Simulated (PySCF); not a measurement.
From one molecule to another.

First species: C₄H₁₂SSi.
Cartesian coordinates in Å at the PBE0-D3(BJ)/def2-SVP level; atoms count from 1:
```
atom  x, y, z in Å
C1    -0.751    1.433   -0.557
C2    -1.266    0.075   -0.104
C3    -2.408   -0.414   -0.990
C4    -0.167   -0.985   -0.066
S5     1.186   -0.646    1.127
Si6    2.743    0.051   -0.162
H7    -1.560    2.179   -0.564
H8     0.042    1.799    0.110
H9    -0.339    1.378   -1.580
H10   -1.650    0.182    0.927
H11   -2.075   -0.527   -2.035
H12   -3.245    0.301   -0.984
H13   -2.796   -1.388   -0.655
H14   -0.587   -1.953    0.247
H15    0.260   -1.138   -1.072
H16    3.973    0.089    0.681
H17    2.492    1.413   -0.725
H18    2.926   -0.895   -1.306
```

Second species: CH₉Ge₂O₂P.
Bonds: C1–O2, O2–Ge3, Ge3–O4, O4–Ge5, Ge5–P6. Hydrogens: H7, H8, H9 on C1; H10, H11 on Ge3; H12, H13 on Ge5; H14, H15 on P6.

Levels: B3LYP/def2-SVPD for dipole moment, HOMO energy, LUMO energy, HOMO–LUMO gap, static isotropic polarisability and electronic spatial extent ⟨r²⟩ about the centre of nuclear charge; TDDFT B3LYP/def2-SVPD for lowest singlet excitation; TDA B3LYP/def2-SVPD for lowest triplet excitation (Tamm–Dancoff); ΔSCF B3LYP/def2-SVPD for vertical ionisation energy; PBE0-D3(BJ)/def2-SVP for rotational constant A and rotational constant C. Geometries: PBE0-D3(BJ)/def2-SVP. All species are isolated and taken at one optimised geometry, non-relativistic unless stated; the electronic structure was computed with PySCF and density fitting.

The conformers computed, where there is a choice (atom-mapped SMILES and torsion angles):
- `[CH3:1][CH:2]([CH3:3])[CH2:4][S:5][SiH3:6]`: C1–C2–C4–S5 63°, C2–C4–S5–Si6 -103°
- `[CH3:1][O:2][GeH2:3][O:4][GeH2:5][PH2:6]`: C1–O2–Ge3–O4 70°, O2–Ge3–O4–Ge5 41°, Ge3–O4–Ge5–P6 35°, H–P6–Ge5–O4 -174°, H–P6–Ge5–O4 -80°

**Question.** Which of the two has the higher LUMO energy, and by how much?

**Answer.** The first: -0.18 eV against -0.45 eV, a difference of 0.27 eV.

**Question.** Which has the higher T1 energy?

**Answer.** The second: 5.19 eV against 5.10 eV, a difference of 0.09 eV.

**Question.** Which of the two has the higher rotational constant C, and by how much?

**Answer.** The first: 1.038 GHz against 0.687 GHz, a difference of 0.351 GHz.

**Question.** Which of the two has the higher rotational constant A, and by how much?

**Answer.** The first: 4.063 GHz against 1.774 GHz, a difference of 2.289 GHz.

**Question.** Which of the two has the higher static isotropic polarisability, and by how much?

**Answer.** The second: 107.5 au against 100.8 au, a difference of 6.7 au.

**Question.** Which has the higher HOMO–LUMO gap?

**Answer.** The second: 6.81 eV against 6.49 eV, a difference of 0.32 eV.

**Question.** Which of the two has the higher vertical ionisation energy, and by how much?

**Answer.** The second: 9.24 eV against 8.86 eV, a difference of 0.38 eV.

**Question.** Which has the higher dipole moment?

**Answer.** The first: 1.59 D against 0.90 D, a difference of 0.69 D.

On the first: The vertical singlet–triplet gap S1 − T1 is 0.30 eV (TDDFT singlet less Tamm–Dancoff triplet; S1: HOMO→LUMO, weight 0.95; T1: HOMO→LUMO, weight 0.91). No computed singlet falls in the visible range (750 to 380 nm, 1.65 to 3.26 eV); S1 lies 2.14 eV above its blue end.

On the second: The ΔSCF ionisation energy exceeds −ε(HOMO) by 1.98 eV with B3LYP. The polarisability is 15.94 Å³ as a volume (1 au = 0.148185 Å³), or 0.98 au for each of the 110 electrons. Relativistic effects, spin–orbit coupling among them, are left out although an element past zinc is present.
